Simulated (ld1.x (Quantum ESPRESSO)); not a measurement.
## Pm (Z = 61): ultrasoft pseudisation with PBE, fully relativistic reference atom.

promethium, ultrasoft, made with ld1.x (Quantum ESPRESSO) 7.5 (PBE, fully relativistic). Core [Kr] 4d10 4f4, reference 5s2 5p6 5d1 6s1.5 6p0 (charge +0.5). Waves: 5s (bound): rcut 2.05, rcutus 2.30 bohr; 6s (bound): rcut 2.05, rcutus 2.30 bohr; 5p (bound): rcut 2.55, rcutus 3.30 bohr; 6p (bound, empty): rcut 2.55, rcutus 3.30 bohr; 5d (bound): rcut 2.80, rcutus 2.95 bohr; 5d channel at 3.9 Ry: rcut 2.80, rcutus 2.95 bohr; 5f channel at 0.45 Ry: rcut 2.70, rcutus 3.45 bohr. Local part: all-electron potential smoothed inside 3.20 bohr (lloc = -1). Core correction: none. Augmentation charge: PSQ, inside the norm-conserving radii.

Open shells are filled in proportion to 2j + 1 (rel_dist='average').

All-electron outer shells of the reference configuration (PBE, scalar-relativistic, ld1.x):

| shell | level (eV) | outermost node (bohr) | outermost maximum (bohr) |
| --- | --- | --- | --- |
| 5s | -48.14 | 0.70 | 1.27 |
| 5p | -28.27 | 0.75 | 1.44 |
| 4f | -10.40 | – | 0.62 |
| 6s | -6.34 | 1.70 | 3.45 |
| 5d | -5.57 | 0.85 | 2.02 |
| 6p | -3.39 | 2.02 | 4.43 |

Does the generator finish with these settings?

Yes, a potential is produced and its reference levels are reproduced.

Estimate the cutoffs (Ry, on a coarse ladder) from which the occupation-weighted sum of valence levels, in a spherical-Bessel basis at the reference potential, stays within 10 and 1 mRy of its value at 400 Ry.

12 Ry and 18 Ry.

What does a ghost test show?

No extra level below or beside the all-electron valence levels (s, p1/2, p3/2, d3/2, d5/2, f5/2, f7/2 tested).

Is the overlap operator S = 1 + Σ q|β⟩⟨β| positive definite (Bessel basis up to 400 Ry)?

Yes: its lowest eigenvalue is 0.10 (p3/2 channel).

Which valence shell sets the plane-wave cutoff?

6s: its level needs 18 Ry to come within 1 mRy, against 12 Ry for 5s.

Its largest configuration-test error is -23 meV (5s2 5p6 5d2 6s0 6p0). 3 of 7 tests not solved or not reliable. Not counted: 5s2 5p6 5d1 6s1 6p1 (solver errors, printed error -748 eV); 5s2 5p5 5d1 6s2 6p0 (solver errors, printed error -647 eV); 5s2 5p6 5d1 6s0 6p2 (solver errors, printed error -698 eV).
